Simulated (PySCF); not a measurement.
Be₂F₂, SMILES [F][Be][Be][F]. Geometry: PBE-D3(BJ)/def2-TZVP. The values are those of a single conformer.

Q: Give the equilibrium geometry at PBE-D3(BJ)/def2-TZVP (PySCF confirms it by a frequency run) as Cartesian coordinates in Å, and its point group. (Estimate from the structure and the level; the computed values follow.)

A: One answer among several that fit: point group D∞h.
```xyz
4

F      0.0000     0.0000    -2.4072
Be     0.0000     0.0000    -1.0250
Be     0.0000     0.0000     1.0250
F      0.0000     0.0000     2.4072
```
Charge 0, spin multiplicity 1.
